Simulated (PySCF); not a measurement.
**Nb²⁺: ionisation energy**

Nb²⁺ [Kr] 4d3 (4F) → Nb³⁺ [Kr] 4d2 (3F), as a difference of total energies. Calculation: PySCF 2.14, in aug-cc-pwCVTZ-PP with ECP28MDF (8s8p7d4f3g, 122 functions); a scalar-relativistic core potential. Correlated levels: valence: 4s2 4p6 frozen. The calculations carry no spin-orbit coupling.

Question: Order these methods by the ionisation energy they give, lowest first.
A. CCSD (valence)
B. SCS-MP2 (valence)
C. UHF
D. MP2 (valence)

Answer: C (24.222 eV), B (24.334 eV), D (24.560 eV), A (24.625 eV).

The reference lies between the lowest fine-structure levels, while these numbers refer to the centres of the terms.

Errors of the correlated levels include the incompleteness of this basis and the frozen core.

For comparison: 25.04 eV (semi-empirical (NIST evaluation); NIST Atomic Spectra Database, ionization energies).
